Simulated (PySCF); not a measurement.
Simulated 1H ENDOR lines of a doublet radical (isotropic, first order, 344.5 mT).

Class means under 0.5 MHz are left out. Line positions in MHz: 8.28, 9.61, 10.94, 12.86, 16.47, 18.39, 19.72, 21.05.

What is the proton Larmor frequency at this field?

νH = 5.58569 × 7.62259 MHz/T × 0.3445 T = 14.67 MHz.

Pair the lines and read off the couplings.

ν± = |νn ± a/2|, one line for each electron-spin manifold; νn = |g_N| × 7.62259 MHz/T × B. A pair with |a| < 2νn is centred on νn and split by |a|; one with |a| > 2νn is centred on |a|/2 and split by 2νn.

| lower line | upper line | centred on | \|a\| (MHz) |
| --- | --- | --- | --- |
| 8.28 | 21.05 | νn | 12.77 |
| 9.61 | 19.72 | νn | 10.11 |
| 10.94 | 18.39 | νn | 7.45 |
| 12.86 | 16.47 | νn | 3.61 |

C₈H₁₁ (doublet state).
Atom-mapped SMILES: `[CH3:1][C:2]1=[C:3][CH:4]=[CH:5][C:6]1([CH3:7])[CH3:8]` (hydrogens: H9, H10, H11 on C1; H12 on C4; H13 on C5; H14, H15, H16 on C7; H17, H18, H19 on C8)

Cartesian coordinates in Å at the GFN2-xTB level; atoms count from 1:
```xyz
19
C8H11 angstrom
C      2.0318    0.8566    0.1743
C      0.5666    0.9526   -0.0351
C     -0.2087    1.9999   -0.2630
C     -1.6019    1.6637   -0.4116
C     -1.7140    0.3380   -0.2708
C     -0.3591   -0.2805   -0.0154
C      0.0127   -1.2561   -1.1304
C     -0.3203   -0.9675    1.3481
H      2.4833    1.8439    0.1197
H      2.2542    0.4251    1.1508
H      2.4889    0.2215   -0.5853
H     -2.3852    2.3742   -0.6011
H     -2.6121   -0.2513   -0.3226
H      0.9961   -1.6856   -0.9517
H     -0.7163   -2.0635   -1.1714
H      0.0193   -0.7455   -2.0910
H     -0.5471   -0.2533    2.1365
H      0.6617   -1.3972    1.5331
H     -1.0596   -1.7658    1.3794
```

This is the radical. Which protons give which coupling, and how does each split the EPR lines?

12.8 MHz (computed sign +): H13, 3 bonds from C3, a 1:1 doublet of 0.456 mT; 10.1 MHz (computed sign +): H12, 2 bonds from C3, a 1:1 doublet of 0.361 mT; 7.4 MHz (computed sign −): H9/H10/H11, 3 bonds from C3, a 1:3:3:1 quartet of 0.266 mT; 3.6 MHz (computed sign +): H14 (×6), 4 bonds from C3, a 1:6:15:20:15:6:1 septet of 0.129 mT. To first order the positions of ENDOR lines don't depend on how many nuclei share a coupling.

Theory: PySCF, UKS B3LYP, pcH-1 on C H, non-relativistic, mean-field spin-orbit, GIAO. Isolated species at its GFN2-xTB geometry, gas phase. The geometry wasn't refined by DFT: couplings that depend on bond lengths, twists or pyramidal angles can differ widely from those at the functional's own minimum. The SCF solution wasn't tested for stability.

Means are taken over nuclei equivalent by connectivity, which assumes that they swap fast. The six 1H nuclei of mean +3.6 MHz run from 0.3 to 8.6 MHz in the frozen geometry. The three 1H nuclei of mean -7.4 MHz run from -10.1 to -2.1 MHz in the frozen geometry.

The Mulliken spin populations are largest on C3 (+1.00), C2 (-0.13) and C6 (+0.07). No atom but C3 exceeds +0.15. The positive populations add up to 1.16 and the negative ones to -0.16, together 2S = 1.
